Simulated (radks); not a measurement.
Values are calculated unless marked as measured or tabulated.
Radial electron density D(r) = 4 pi r^2 rho(r) of an atom or ion with 12 electrons. Level of theory: non-relativistic Kohn-Sham, PBE, spin-polarised, spherical densities, point nucleus (a radial shooting solver on a logarithmic mesh with Libxc functionals).

r (bohr)  D(r) (e/bohr)
0.00405          0.3261
0.004566         0.4086
0.005149         0.5110
0.005852         0.6472
0.006598         0.8057
0.007439          1.000
0.008388          1.238
0.009457          1.528
0.01066           1.878
0.01212           2.329
0.01366           2.835
0.01541           3.433
0.01737           4.131
0.01958           4.936
0.02208           5.852
0.0251            6.950
0.0283            8.082
0.0319            9.294
0.03597           10.55
0.04056           11.82
0.04573           13.02
0.05156           14.11
0.0586            15.03
0.06607           15.60
0.0745            15.82
0.08399           15.64
0.0947            15.07
0.1068            14.16
0.1214            12.92
0.1368            11.71
0.1543            10.63
0.1739            9.882
0.1961            9.620
0.2211            9.907
0.2513            10.76
0.2834            11.89
0.3195            13.06
0.3602            13.96
0.4062            14.31
0.4579            13.94
0.5205            12.72
0.5868            10.94
0.6617            8.800
0.746             6.622
0.8411            4.690
0.9484            3.201
1.069             2.217
1.215             1.659
1.37              1.453
1.545             1.384
1.742             1.316
1.964             1.171
2.214            0.9432
2.517            0.6582
2.838            0.4123
3.199            0.2258
3.607            0.1066
4.067           0.04262
4.586           0.01412
5.212          0.003453
5.877         0.0007259
6.626         0.0001182

What is the nuclear charge?

Answer. Z = 14. The innermost maximum, from 1s, lies near 1/Z = 0.0714 bohr (found: 0.0751), and its height grows with Z. The density is that of the silicon ion Si2+ in [Ne] 3s2; the configuration itself is not fixed sharply by these data, and Z only to about a unit. D(r) has 2 maxima, at r = 0.0751, 0.406 bohr, and minima at 0.196 bohr, inside which lie 2.20 electrons.
